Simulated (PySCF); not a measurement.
Compound: C6H4F4O.
Atom-mapped SMILES: `[F:1][C:2]1=[CH:3][C@@H:4]([C:5]([F:6])=[C:7]([F:8])[F:9])[O:10][CH2:11]1` (hydrogens: H12 on C3; H13 on C4; H14, H15 on C11)

Computed with PySCF at CAM-B3LYP/def2-SVPD, non-relativistic, on one gas-phase PBE0-D3(BJ)/def2-SVP geometry that isn't relaxed in the solvent. The solvent is an IEF-PCM continuum (Bondi radii, 1.10 Å for H, scaled by 1.2). The model holds no explicit solvent molecules, cavitation or dispersion.

Gas phase at CAM-B3LYP/def2-SVPD: HOMO -8.82 eV, LUMO 0.86 eV, dipole 1.51 D.

Problem. What does the continuum do to the energy, the frontier levels and the dipole at CAM-B3LYP/def2-SVPD in chloroform and acetone?

Solution. 
```json
{"solvent": "chloroform", "ε": "4.711", "E(solvent) − E(gas) (kcal/mol)": "-3.19", "polarisation term (kcal/mol)": "-3.47", "distortion of the solute (kcal/mol)": "0.28", "HOMO (eV)": "-8.69", "LUMO (eV)": "1.02", "dipole (D)": "1.78"}
{"solvent": "acetone", "ε": "20.49", "E(solvent) − E(gas) (kcal/mol)": "-4.25", "polarisation term (kcal/mol)": "-4.76", "distortion of the solute (kcal/mol)": "0.51", "HOMO (eV)": "-8.65", "LUMO (eV)": "1.06", "dipole (D)": "1.89"}
```

Polarisation term: ½ Σ q·V over the induced surface charges. Distortion: the rise of the solute's own energy as its density leaves the gas-phase optimum. The atom shares or the degeneracy of the HOMO differ from the gas phase in chloroform and acetone, so that column needn't follow one orbital. From chloroform to acetone the lowering changes by a factor 1.33, Onsager's factor (ε − 1)/(2ε + 1) by 1.30 and ε itself by 4.3.

Problem. Which radius a makes the point-dipole formula ΔE = −[(ε − 1)/(2ε + 1)]·μ²/a³ give the value in acetone, with the gas-phase dipole?

Solution. μ = 0.594 au and |ΔE| = 0.00678 Eh give a = 1.53 Å; the farthest nucleus lies 3.49 Å from the centroid of the nuclei, so such a sphere wouldn't even hold the nuclei. The formula assumes a rigid point dipole at the centre of a sphere.

Problem. How does the static polarisability (CAM-B3LYP/def2-SVPD, frozen core, with the continuum's full static response) change?

Solution. 
| medium | isotropic (au) | principal values (au) | ⟨r²⟩ of the electrons (bohr²) |
| --- | --- | --- | --- |
| gas | 73.2 | 60.5, 72.4, 86.8 | 1689.9 |
| chloroform | 88.2 | 73.0, 88.1, 103.7 | 1690.1 |
| acetone | 94.3 | 78.5, 94.3, 110.1 | 1690.2 |

The isotropic value in acetone is 1.29 times the gas-phase one; no cavity-field correction is applied. ⟨r²⟩ is taken about the centre of nuclear charge.

Cost: about 2.8 min of CPU time on one thread; the machine was shared, so the figure is rough. This is the whole response run at CAM-B3LYP/def2-SVPD in acetone, SCF included.

Shape of the structure used: `[F:1][C:2]1=[CH:3][C@@H:4]([C:5]([F:6])=[C:7]([F:8])[F:9])[O:10][CH2:11]1`: C3–C4–C5–F6 -114°.
